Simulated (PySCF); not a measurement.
Vertical excitations of a molecule C5H4O2 from TDA-PBE0/def2-SVPD (PySCF), as energy in eV (oscillator strength): 3.52 (0.000), 5.13 (0.040), 5.26 (0.016), 5.89 (0.007), 6.26 (0.003), 6.38 (0.000), 6.50 (0.419), 6.59 (0.000), 7.00 (0.032), 7.16 (0.081). Lowest triplet (TDA): 3.12 eV. Coordinates come from a TPSSh-D3(BJ)/def2-SVP optimisation. One conformer was computed; it need not be the lowest.

**Question.** Which structure fits?
(A) O=C1C=CC(=O)C1
(B) C=C=C1OC=CO1
(C) C#C[C@H]1OCC1=O
(D) C=C1OC(=C)C1=O

**Answer.** B, C=C=C1OC=CO1
